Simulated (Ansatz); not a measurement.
Gas-phase electronic energies from Ansatz, PBE0-D4/def2-TZVP geometries. CCSD(T)/CBS is the MP2 limit (def2-TZVPP, def2-QZVPP) plus CCSD(T) − MP2 in def2-TZVPP, frozen cores. This one scheme is used for every species. Functionals use def2-TZVPP. Elements past krypton have def2 core potentials. For In outer-core shells are correlated without core-valence functions, which leaves a few kJ/mol of doubt a bond. One conformer a species, not always the lowest.

Consider the hydrogenolysis of the In–C bond: `C[CH2][In]([NH2])[Cl]` + H₂ → `[NH2][InH][Cl]` + `CC`.

| level | ΔE (kJ/mol) |
| --- | --- |
| PBE0-D4 | -46.5 |
| r2SCAN | -45.8 |

Question: What does CCSD(T)/CBS give? (Estimate.)

Answer: Ansatz gave: -35.9 kJ/mol. The listed levels differ from it by -10.6, -9.9 kJ/mol.

Largest T1 diagnostic among the species: 0.014.

From PBE to PBE0 (25 % exact exchange), in def2-TZVPP and without D4, ΔE moves by −6.4 kJ/mol. The D4 term adds +10.9 kJ/mol with B3LYP and +6.3 kJ/mol with PBE0; it sums over pairs of atoms, weighted by their polarisabilities, and B3LYP, whose exchange is more repulsive, gets the larger term. In def2-TZVPP, CCSD(T) changes the Hartree–Fock value by +37.3 kJ/mol (the triples alone add +6.7 kJ/mol) and MP2 by +47.8 kJ/mol.

B3LYP here is the variant with VWN-RPA as its local correlation; programs differ in this.
